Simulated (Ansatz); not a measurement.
`F[CH2][GeH2][SH]` + `[NH2][GeH2][OH]` → `[OH][GeH2][NH]CF` + `[SH][GeH3]`  (substitution at a C–Ge bond)

Calculated with Ansatz (gas phase, PBE0-D4/def2-TZVP geometries, no zero-point term in ΔE). CCSD(T)/CBS is the MP2 limit (def2-TZVPP, def2-QZVPP) plus CCSD(T) − MP2 in def2-TZVPP, frozen cores. Functionals use def2-TZVPP. B3LYP here is the variant with VWN-RPA as its local correlation; programs differ in this. For Ge outer-core shells are correlated without core-valence functions, which leaves a few kJ/mol of doubt a bond. Scalar relativity is left out up to krypton. One conformer a species, not always the lowest.

```json
{"level": "PBE-D4", "ΔE (eV)": "-0.11"}
{"level": "PBE0-D4", "ΔE (eV)": "-0.11"}
{"level": "B3LYP-D4", "ΔE (eV)": "-0.11"}
{"level": "HF/def2-TZVPP", "ΔE (eV)": "-0.14"}
{"level": "MP2/def2-TZVPP", "ΔE (eV)": "-0.07"}
{"level": "SCS-MP2/def2-QZVPP", "ΔE (eV)": "-0.06"}
{"level": "HF/CBS(def2)", "ΔE (eV)": "-0.14"}
{"level": "MP2/CBS(def2)", "ΔE (eV)": "-0.04"}
```

(1) What does CCSD(T)/CBS give? (An estimate is asked.)

Largest T1 diagnostic among the species: 0.012.

## Answers

(1) Ansatz gave: -0.06 eV. The listed levels differ from it by -0.05, -0.05, -0.05, -0.08, -0.01, 0.00, -0.08, 0.02 eV.

In def2-TZVPP, CCSD(T) changes the Hartree–Fock value by +0.04 eV (the triples alone add −0.01 eV) and MP2 by +0.06 eV.
